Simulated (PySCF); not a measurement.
Compound: GeH2(NHEt)2, C₄H₁₄GeN₂.
SMILES: `[H][Ge]([H])([NH]CC)[NH]CC`

Computed with TDDFT CAM-B3LYP/def2-SVPD, vertical, gas phase, core orbitals frozen in the response in PySCF 2.14.0, density-fitted response routines. One conformer (not necessarily the lowest) at the PBE0-D3(BJ)/def2-SVP geometry, without solvent, vibrations or thermal averaging. The CAM-B3LYP/def2-SVPD calculation is non-relativistic and has no spin–orbit coupling, an omission that weighs most on germanium.

Question: List the vertical singlet excitations with oscillator strengths and describe the spectrum.

Answer: 

```tsv
state	E (eV)	E (kJ/mol)	λ (nm)	f	|μ| (D)	main configurations (H = HOMO, L = LUMO)
S1	6.10	588	203.3	0.0079	0.59	H→L (37%), H-1→L+1 (34%), H→L+2 (15%)
S2	6.12	591	202.6	0.0080	0.59	H→L+1 (40%), H-1→L (32%), H-1→L+2 (13%)
S3	6.59	636	188.1	0.0013	0.22	H-1→L+1 (40%), H→L+2 (22%), H→L (18%)
S4	6.68	645	185.5	0.037	1.20	H→L+1 (35%), H-1→L (26%), H-1→L+2 (18%)
S5	6.86	661	180.9	0.019	0.85	H→L+2 (43%), H→L (30%)
S6	6.86	662	180.7	0.051	1.41	H-1→L+2 (49%), H-1→L (26%)
S7	7.16	691	173.2	0.0077	0.53	H→L+3 (47%), H→L+7 (14%), H-1→L+5 (14%)
S8	7.20	695	172.2	0.058	1.46	H-1→L+3 (38%), H→L+5 (17%), H-1→L+7 (13%)
S9	7.39	713	167.8	0.044	1.26	H→L+4 (60%), H-1→L+6 (17%)
S10	7.42	716	167.1	0.0038	0.37	H-1→L+4 (55%), H→L+6 (22%)
S11	7.81	754	158.7	0.135	2.13	H→L+5 (39%), H-1→L+7 (29%)
S12	7.86	758	157.8	0.0002	0.09	H-1→L+5 (32%), H→L+7 (27%), H→L+6 (9%)
S13	7.92	765	156.5	0.040	1.16	H→L+8 (41%), H-1→L+3 (20%), H-1→L+6 (13%)
S14	7.97	769	155.5	0.054	1.34	H-1→L+8 (35%), H→L+3 (13%), H→L+6 (12%)
S15	8.27	798	149.9	0.0009	0.17	H→L+9 (39%), H-1→L+7 (14%), H-1→L+6 (11%)
```

Triplets, Tamm–Dancoff:

```tsv
state	E (eV)	λ (nm)	main configurations (H = HOMO, L = LUMO)
T1	5.81	213.6	H→L+1 (22%), H-1→L+1 (22%), H→L+2 (14%)
T2	5.82	213.1	H→L+1 (26%), H-1→L+1 (19%), H-1→L+2 (11%)
T3	6.33	195.9	H-1→L (42%), H→L+1 (16%), H-1→L+2 (13%)
T4	6.33	195.8	H→L (30%), H-1→L+1 (27%), H→L+2 (17%)
```

The lowest singlet lies at 6.10 eV (203 nm, ultraviolet) and is weak; its leading configuration is HOMO→LUMO (37%). The strongest level in the table is S11 at 7.81 eV (159 nm, f = 0.135). S5/S6 lie within about 0.01 eV of each other. Löwdin shares by element: HOMO nitrogen 61%, germanium 8%, carbon 6% or more (atoms not listed hold the other 25%); LUMO germanium 34%, carbon 14% or more, hydrogen 5% or more (atoms not listed hold the other 47%). Orbital energies (eV): HOMO-3 -10.73, HOMO-2 -10.46, HOMO-1 -7.97, HOMO -7.91, LUMO 1.29, LUMO+1 1.35, LUMO+2 1.83. The oscillator strengths of these states sum to 0.468; summed over the whole spectrum of an exact calculation they would give the number of electrons, 84 (Thomas–Reiche–Kuhn). Weighted by f, the mean energy of these states is 7.42 eV. Only the lowest 15 singlets were computed, as vertical energies without vibronic structure.

Time: 3.0 min wall, 6.1 min CPU (grids of density and orbitals included); peak memory 1.7 GiB. Hardware: 2 threads, Intel Xeon at 2.50 GHz (x86_64), shared host.

Without π bonds the low states may be Rydberg-like; a valence basis with one diffuse set may place them up to an eV too high.
